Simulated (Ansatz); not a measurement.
`[F][Al-]([F])([F])[P+](F)(F)F`, 8 atoms. The species carries charge 0 and has multiplicity 1. All runs use 4 threads of an AMD EPYC 9R45 on a shared host. Correlated methods freeze the cores.

Give the basis size and wall time and peak host memory of each of these runs in Ansatz. direct RPA on PBE orbitals/def2-TZVPP energy; RKS PBE0-D4/def2-TZVP frequencies; RKS PBE0-D4/def2-TZVP relaxation (7 steps); RKS B2PLYP (frozen core)/def2-TZVPP energy; RKS ωB97M-V/def2-QZVPP energy; RKS ωB97X-V/def2-TZVPP energy; RHF-CCSD(T)/def2-SVP energy; RKS BLYP-D4/def2-TZVPP energy; RKS PBE0-D4/def2-SVP energy; RKS CAM-B3LYP-D4/def2-TZVPP energy; RHF-CCSD(T)/def2-TZVPP energy; RKS PBE0-D4/def2-QZVPP energy. (An estimate is asked.)

Ansatz gave: Other jobs shared the machine, so times are rough.

```json
{"level": "RKS PBE0-D4/def2-SVP", "job": "energy", "functions": "120", "wall time": "0.6 s", "peak host memory (GiB)": "0.29"}
{"level": "RKS BLYP-D4/def2-TZVPP", "job": "energy", "functions": "270", "wall time": "0.85 s", "peak host memory (GiB)": "0.4"}
{"level": "RKS CAM-B3LYP-D4/def2-TZVPP", "job": "energy", "functions": "270", "wall time": "1.6 s", "peak host memory (GiB)": "0.95"}
{"level": "RKS B2PLYP (frozen core)/def2-TZVPP", "job": "energy", "functions": "270", "wall time": "2.6 s", "peak host memory (GiB)": "0.82"}
{"level": "direct RPA on PBE orbitals/def2-TZVPP", "job": "energy", "functions": "270", "wall time": "2.7 s", "peak host memory (GiB)": "0.72"}
{"level": "RKS ωB97X-V/def2-TZVPP", "job": "energy", "functions": "270", "wall time": "3.4 s", "peak host memory (GiB)": "1"}
{"level": "RKS PBE0-D4/def2-QZVPP", "job": "energy", "functions": "482", "wall time": "3.9 s", "peak host memory (GiB)": "2.2"}
{"level": "RHF-CCSD(T)/def2-SVP", "job": "energy", "functions": "120", "wall time": "5.5 s", "peak host memory (GiB)": "0.73"}
{"level": "RKS ωB97M-V/def2-QZVPP", "job": "energy", "functions": "482", "wall time": "8 s", "peak host memory (GiB)": "2.5"}
{"level": "RKS PBE0-D4/def2-TZVP", "job": "relaxation (7 steps)", "functions": "260", "wall time": "15 s", "peak host memory (GiB)": "0.85"}
{"level": "RKS PBE0-D4/def2-TZVP", "job": "frequencies", "functions": "260", "wall time": "67 s", "peak host memory (GiB)": "0.85"}
{"level": "RHF-CCSD(T)/def2-TZVPP", "job": "energy", "functions": "270", "wall time": "2.7 min", "peak host memory (GiB)": "8"}
```
